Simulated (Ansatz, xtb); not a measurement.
# Isomers of C5H9FO in order of energy

5 gas-phase structures of C5H9FO, from a drawn sample of its isomers (lower ones may exist). Each was relaxed with GFN2-xTB; where two conformers were screened, the lower at r2SCAN-D4/def2-SVP is listed:

A. `CO[C@H]1C[C@@H](F)C1`, a singlet
B. `COC1(F)CCC1`, a singlet
C. `CO[C@H]1C[C@H](F)C1`, a singlet
D. `CO[C@@H]1CC[C@@H]1F`, a singlet
E. `CO[C@@H]1CC[C@H]1F`, a singlet

Question: Which do you expect lowest at r2SCAN-D4/def2-SVP, and how would the others follow?

Answer: Calculated order at r2SCAN-D4/def2-SVP: B (0.0), E (38.5), A (39.4), C (47.3), D (51.1) kJ/mol. Less than 1 kcal/mol parts E and A; C and D, so the order within those pairs means little.

Energies above the lowest of each column, in kJ/mol; the last columns are at B3LYP-D3(BJ)/def2-SVP geometries:

```csv
structure,GFN2-xTB,HF/STO-3G,r2SCAN-D4/def2-SVP,B3LYP-D3(BJ)/def2-SVP,CCSD(T)/def2-SVP + ΔMP2/def2-TZVPP
B,0.0,0.0,0.0,0.0,0.0
E,25.0,22.6,38.5,31.8,29.6
A,27.9,24.1,39.4,35.2,33.0
C,28.6,28.8,47.3,40.3,37.0
D,39.9,34.5,51.1,43.2,42.4
```

Every level run on B puts it lowest or level with the lowest. Flexible structures stand in one conformer each, not always the lowest. ΔMP2 is the change of the MP2 energy from the smaller to the larger basis.

Over these structures GFN2-xTB departs from r2SCAN-D4/def2-SVP by 4.4 kJ/mol on average once a common shift is removed. A GFN2-xTB relaxation took about 0.13 s and the r2SCAN-D4/def2-SVP energy about 4.5 s on a shared host (Ansatz 0.2.0, xtb 6.7.1).
